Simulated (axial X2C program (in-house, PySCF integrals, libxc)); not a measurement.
**Spin–orbit effects down a group: molecules with Ca (ions), CCSD(T)**

Computed with an in-house all-electron X2C program for linear molecules (integrals from PySCF), spin-free (one-electron X2C) or two-component (2c: spin–orbit coupling with atomic mean-field Coulomb and Gaunt terms, which also bring small scalar terms), in Dyall basis sets with cores contracted in-house; open shells are unrestricted.

Basis sets: Br dyall-acv3z, Ca dyall-acv3z, Cl dyall-av3z, F dyall-av3z. Frozen shells (counts by l): CaF⁻ Ca 3s2p, F 1s, 10 electrons correlated; CaCl⁻ Ca 3s2p, Cl 2s1p, 10 electrons correlated; CaBr⁻ Br 3s2p1d, Ca 3s2p, 10 electrons correlated. Coupled cluster in natural virtuals with an MP2 remainder. Where the outer core of a metal is frozen, bonds come out longer and ionisation energies lower.

| molecule | spin-free state | Re (Å) | ωe (cm⁻¹) | De (eV) | 2c state | Re 2c (Å) | ωe 2c (cm⁻¹) | De 2c (eV) |
| --- | --- | --- | --- | --- | --- | --- | --- | --- |
| CaF⁻ | M_S = 0, Λ = 0 | 2.058 | 485.8 | 3.15 | Ω = 0 | 2.058 | 485.7 | 3.15 |
| CaCl⁻ | M_S = 0, Λ = 0 | 2.610 | 279.2 | 1.88 | Ω = 0 | 2.610 | 279.1 | 1.88 |
| CaBr⁻ | M_S = 0, Λ = 0 | 2.796 | 207.4 | 1.59 | Ω = 0 | 2.797 | 207.1 | 1.59 |

(1) Work out the shifts from the spin-free to the two-component result.

Fragments in 2c: Ca + F-, Ca + Cl-, Br- + Ca. Each entry is the lowest single determinant of a limited PBE0 search at one distance. De goes to single-determinant-based atoms at the same level (for ions the charge split of lowest energy) and is withheld (n/a) where an atom does not fit its ground term or J level. Main or longest-lived isotopes.

## Answers

(1) 

```tsv
molecule	2c state	ΔRe (Å)	Δωe (cm⁻¹)	ΔDe (eV)
CaF⁻	Ω = 0	0.000	-0.1	0.00
CaCl⁻	Ω = 0	0.000	-0.1	0.00
CaBr⁻	Ω = 0	0.001	-0.3	0.00
```

Shifts of one unit in the last digit are rounding.
